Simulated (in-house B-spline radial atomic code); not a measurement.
Settings and results of a run for Er+. Level of theory: scalar-relativistic (X2C) PBE0, spin-polarised, spherical fractional occupations, Fermi nucleus of rms radius 5.2516 fm; calculated with a B-spline radial code for spherical atoms.

Command:
```bash
python run_scf.py task.json out
```
Settings (nuclear radius in fm, mass in u):
```
Z                68
configuration    [Xe] 4f12 6s1
hamiltonian      x2c
method           pbe0
spin_polarised   True
nucleus          fermi
rms_radius       5.2516
atomic_mass      165.9303
speed_of_light   137.035999084
```

Output (hartree, bohr):
```
 radial grid: 81 intervals, B-splines of order 8, outer radius 60 bohr

 iter        energy (Eh)    residual
    1      -13084.695908    4.91e-01
    2      -13085.126785    1.28e-01
    3      -13085.236548    6.37e-02
    4      -13085.298195    6.25e-02
    5      -13083.773210    2.00e-01
    6      -13085.396236    1.79e-02
    7      -13085.412469    1.04e-03
    8      -13085.412510    2.38e-04
    9      -13085.412511    8.94e-05
   10      -13085.412512    7.65e-06
   11      -13085.412512    7.86e-07
   12      -13085.412512    8.48e-08

 total energy                    -13085.41251
 kinetic                           14449.2153
 electron-nucleus                 -32377.1572
 Hartree                            5123.9626
 exact exchange                      -69.0678
 exchange-correlation               -212.3654

 orbital      occ     eigenvalue          <r>       <r^2>       <1/r>       r_max
 1s up      1.000     -2107.7113    0.0196178 0.000535329     83.9122     0.01197
 1s down    1.000     -2107.7106    0.0196178 0.000535329     83.9121     0.01197
 2s up      1.000      -355.4693    0.0857236  0.00874573     19.4629     0.07307
 2s down    1.000      -355.4677     0.085723  0.00874557      19.463     0.07307
 2p up      3.000      -315.1160    0.0762421  0.00711459     16.8522     0.05906
 2p down    3.000      -315.1150    0.0762414  0.00711442     16.8523     0.05906
 3s up      1.000       -80.3847     0.224767   0.0578817     7.00557      0.2073
 3s down    1.000       -80.3446     0.224701   0.0578465     7.00808      0.2072
 3p up      3.000       -67.9896     0.223809   0.0581702      6.2966      0.2037
 3p down    3.000       -67.9480     0.223723   0.0581235     6.29914      0.2036
 3d up      5.000       -52.1058      0.20378    0.048754     5.89902      0.1663
 3d down    5.000       -52.0688      0.20366   0.0486898     5.90172      0.1663
 4s up      1.000       -16.3459     0.508335    0.291921     2.89204      0.4745
 4s down    1.000       -16.2577     0.508366     0.29195     2.89123      0.4744
 4p up      3.000       -12.2300     0.538478    0.330127     2.59028      0.4953
 4p down    3.000       -12.1396     0.538546    0.330207     2.58933      0.4952
 4d up      5.000        -6.6097     0.584312    0.396634     2.27046      0.5126
 4d down    5.000        -6.5086     0.584718    0.397244     2.26838      0.5126
 5s up      1.000        -2.2782      1.25698     1.78101      1.0659       1.116
 5s down    1.000        -2.2408      1.26331     1.79879     1.05877        1.12
 5p up      3.000        -1.2976      1.49234     2.54045    0.875493       1.276
 5p down    3.000        -1.2697      1.49651     2.55139    0.871063       1.282
 4f up      7.000        -0.4993     0.803887     0.87459     1.66526      0.5101
 4f down    5.000        -0.3487     0.840462    0.985387     1.62644      0.5129
 6s up      1.000        -0.3652      3.64824     14.9658    0.342988       3.189
```

Time taken, with all properties: 1.1 s on 1 thread of Intel(R) Xeon(R) 6975P-C, with other jobs on the host.

Caution: exact exchange at fractional occupations of open shells leaves self-interaction of up to several eV.

One-electron X2C: radii and densities carry no picture-change correction, so inner-shell <1/r> comes out high (for 1s by about 2 % at Z = 33, 5 % at 54, 10 % at 75, 30 % at 118) and <r> low.
